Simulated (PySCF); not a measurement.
BH6NSSi.
Bonds: N1–B2, B2–S3, S3–Si4. Hydrogens: H5, H6 on N1; H7 on B2; H8, H9, H10 on Si4.

Jobs on this species (10 atoms, 48 electrons) with PySCF (density fitting). Hardware of each: one thread, AMD EPYC 9R45 (x86_64), on a shared host. Times come from a shared host and carry two figures at best. Peak memory is the resident size of the whole Python process, interpreter and libraries included.

```tsv
level and settings	work	basis functions	SCF cycles	wall time	peak memory
delta-SCF UKS SCAN, pcX-2 on the ionised atom, pcseg-1 elsewhere, non-relativistic	ΔSCF core ionisation, 6 holes	136	?	?	?
delta-SCF UKS PBE, pcX-2 on the ionised atom, pcseg-1 elsewhere, spin-free X2C	ΔSCF core ionisation, 6 holes	136	87	6.3 s	0.53 GiB
PBE0-D3(BJ)/def2-SVP, grid level 1	geometry optimisation from a GFN2-xTB start shaken at random	94	44	9.0 s	0.39 GiB
delta-SCF UKS HF, pcX-2 on the ionised atom, pcseg-1 elsewhere, spin-free X2C	ΔSCF core ionisation, 6 holes	136	84	7.2 s	0.53 GiB
delta-SCF UKS SCAN, pcX-1 on the ionised atom, pcseg-1 elsewhere, spin-free X2C	ΔSCF core ionisation, 6 holes	116	86	7.8 s	0.53 GiB
delta-SCF UKS SCAN, def2-TZVP on the ionised atom, pcseg-1 elsewhere, spin-free X2C	ΔSCF core ionisation, 6 holes	113	87	8.9 s	0.53 GiB
delta-SCF UKS PBE0, pcX-2 on the ionised atom, pcseg-1 elsewhere, spin-free X2C	ΔSCF core ionisation, 6 holes	136	76	11 s	0.53 GiB
delta-SCF UKS B3LYP, pcX-2 on the ionised atom, pcseg-1 elsewhere, spin-free X2C	ΔSCF core ionisation, 6 holes	136	76	11 s	0.55 GiB
delta-SCF UKS SCAN, pcX-2 on the ionised atom, pcseg-1 elsewhere, spin-free X2C	ΔSCF core ionisation, 6 holes	136	89	9.7 s	0.46 GiB
```

Q: Fill in the missing figures.

A: 
- delta-SCF UKS SCAN, pcX-2 on the ionised atom, pcseg-1 elsewhere, non-relativistic; ΔSCF core ionisation, 6 holes: 9.4 s, 0.53 GiB, 88 SCF cycles

Q: What do all jobs in the table cost together?

A: About 80 s; the longest takes about 14 % of that, and about 1.7 times as long as the shortest.
